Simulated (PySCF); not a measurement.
1,1-dichloro-3-fluoropropa-1,2-diene (C₃HCl₂F), SMILES FC=C=C(Cl)Cl. Coordinates come from a PBE-D3(BJ)/def2-SVP optimisation.

Question: Give the equilibrium geometry at PBE-D3(BJ)/def2-SVP (PySCF confirms it by a frequency run) as Cartesian coordinates in Å, and its point group. (An estimate is asked for; the answer gives what the named calculation found.)

Answer: point group Cs.
```xyz
7

F     -3.1110     0.4888     0.0000
C     -2.1763    -0.4772     0.0000
C     -0.8794    -0.2392     0.0000
C      0.4257    -0.0699     0.0000
Cl     1.3646     0.0532    -1.4635
Cl     1.3646     0.0532     1.4635
H     -2.6195    -1.4900     0.0000
```
Charge 0, spin multiplicity 1.
